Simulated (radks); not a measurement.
The numbers below are computed, except where a source is named.
Task: The mean radii <r> (bohr) of the occupied orbitals of an atom or ion are listed with their occupations. Code: a radial shooting solver on a logarithmic mesh with Libxc functionals. Model: scalar-relativistic Kohn-Sham, exchange-only LDA, spin-polarised, spherical densities, point nucleus.

| orbital | occ. | <r> |
|---|---|---|
| 1s up | 1 | 0.03647 |

Name the element and its charge. Open shells, if any, are filled with parallel spins first.

Result: Z = 40, zirconium, charge +39: Zr39+ in 1s1. The 1s radius gives Z: for a bare nucleus <r> = (2 gamma + 1)/(2Z) with gamma = sqrt(1 - (Z/c)^2), 0.03641 bohr for Z = 40, and the self-interaction of the functional makes it slightly larger (0.03647 here). The occupations add up to 1, and the charge is Z minus that.
